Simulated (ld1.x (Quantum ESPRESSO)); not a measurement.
# Ga (Z = 31): excitation energies, all-electron against ultrasoft

* Element: gallium
* Generator: ld1.x (Quantum ESPRESSO) 7.5
* Type: ultrasoft
* Functional: PBE
* Relativity: scalar-relativistic
* Frozen core: [Ar]
* Valence charge: 13
* Reference configuration: 3d10 4s0 4p0 (charge +3)
* Partial waves: 4s (bound, empty): rcut 1.60, rcutus 1.90 bohr; 4s channel at 0.3 Ry: rcut 1.60, rcutus 1.90 bohr; 4p (bound, empty): rcut 1.75, rcutus 2.30 bohr; 4p channel at -0.2 Ry: rcut 1.75, rcutus 2.30 bohr; 3d (bound): rcut 0.90, rcutus 1.05 bohr; 3d channel at -3.3 Ry: rcut 0.90, rcutus 1.05 bohr
* Local potential: all-electron potential smoothed inside 1.05 bohr (lloc = -1)
* Core correction: none
* Augmentation charge: PSQ, radius 0.90 bohr

Energies are relative to the spin-unpolarised reference configuration 3d10 4s0 4p0; without spin polarisation the order of configurations can differ from experiment.

Give the all-electron excitation energy and the error of the potential for: 3d10 4s2 4p1; 3d10 4s2 4p0; 3d10 4s1 4p0; 3d9 4s0 4p0; 3d10 4s2 4p1.3; 3d10 4s1 4p2; 3d10 4s0 4p3.

| valence configuration | charge | ΔE all-electron (eV) | error AE − PS (meV) |
| --- | --- | --- | --- |
| 3d10 4s2 4p1 | 0 | -58.088 | +272 |
| 3d10 4s2 4p0 | +1 | -52.400 | +220 |
| 3d10 4s1 4p0 | +2 | -31.272 | +76 |
| 3d9 4s0 4p0 | +4 | 63.877 | -86 |
| 3d10 4s2 4p1.3 | -0.3 | -58.622 | +277 |
| 3d10 4s1 4p2 | 0 | -51.550 | +211 |
| 3d10 4s0 4p3 | 0 | -44.717 | +162 |

Levels in the configuration 3d10 4s0 4p3:

| level | all-electron (eV) | pseudo (eV) |
| --- | --- | --- |
| 3d | -22.732 | -22.655 |
| 4p | -4.019 | -4.045 |

Note: ghost state, extra bound levels that the all-electron valence spectrum of the same l lacks: s at -109.8 eV. A true bound ghost makes a file unfit for plane-wave use.
